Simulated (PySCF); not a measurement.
Species: C5H8NP3.
Z-matrix (Å and degrees, PBE0-D3(BJ)/def2-SVP geometry), rows numbered from 1:
```
C 
N   1  1.4449
C   2  1.4448  1  118.85
C   2  1.3624  1  120.58  3  -177.85
P   4  1.7870  2  115.68  1    -0.60
C   5  1.7195  4  107.11  2  -178.93
P   6  1.7314  5  137.02  4    -0.67
C   7  1.7312  6  103.04  5    -0.40
P   8  1.7197  7  137.02  6     0.64
H   1  1.0964  2  109.33  3    -4.53
H   1  1.1049  2  111.67  3   115.90
H   1  1.1039  2  111.29  3  -124.59
H   3  1.1042  2  111.35  1   123.04
H   3  1.0964  2  109.32  1     2.90
H   3  1.1048  2  111.62  1  -117.46
H   6  1.0995  5  110.07  4   179.65
H   8  1.0996  7  112.93  6  -179.34
```

Linear response at CAM-B3LYP/def2-SVPD (PySCF, frozen core in the response, non-relativistic). Isolated species at its PBE0-D3(BJ)/def2-SVP geometry, gas phase.

Static isotropic polarisability: 152.85 au (22.65 Å³), principal values 89.5, 158.8, 210.3 au.

What is the polarisability at 1064 nm and at the sodium D line?

156.76 au at 1064 nm (+2.6 %), 168.68 au at 589.3 nm (+10.4 %). The rise at 589.3 nm is 4.05 times that at 1064 nm; a pure ω² law gives 3.26. The lowest singlet lies at 400 nm, shorter than both wavelengths.

What is the isotropic C6 coefficient between two such molecules, C6 = (3/π)∫α(iω)² dω?

7002 au (Eh·bohr⁶) by a ten-point quadrature over imaginary frequencies, which is 4180 eV·Å⁶ or 404 J·nm⁶/mol.

Which effective excitation energy ω̄ makes London's formula C6 = (3/4)α²ω̄ exact here?

ω̄ = 4·C6/(3α²) = 0.400 Eh = 10.9 eV. A one-pole form α(ω) = α/(1 − ω²/ω̄²) fitted to the 1064 nm value gives 7.4 eV. London's choice of the ionisation energy (7.38 eV, ΔSCF at the same level) gives C6 = 4750 au, 32 % too low.

How many electrons N does the Slater–Kirkwood formula C6 = (3/4)·√N·α^(3/2) need to give this C6?

N = (4·C6/3)²/α³ = 24.4; the species has 90 electrons in all.

The lowest 10 singlets have (eV, f): 3.10, 0.059; 3.82, 0.017; 3.84, 0.193; 4.00, 0.000; 4.34, 0.000; 4.54, 0.013; 4.91, 0.315; 4.99, 0.098; 5.47, 0.033; 5.62, 0.001. What share of the static polarisability do they carry in the sum over states α = Σ f/ω²?

28.98 au, 19.0 % of α; the largest term, 9.69 au, is that of the state at 3.84 eV. Their oscillator strengths add up to 0.73. Higher states carry the rest.

What three-body coefficient follows from the one-pole estimate C9 = (3/4)·α·C6?

803000 au. This is an estimate from the two numbers above, not a computed integral.

Hardware: an Arm Neoverse V2 with one thread, no GPU, on a shared host. Cost: 5.3 min wall (grids of density and orbitals included), 1.2 GiB resident at most. This is the whole response run at CAM-B3LYP/def2-SVPD, SCF included.
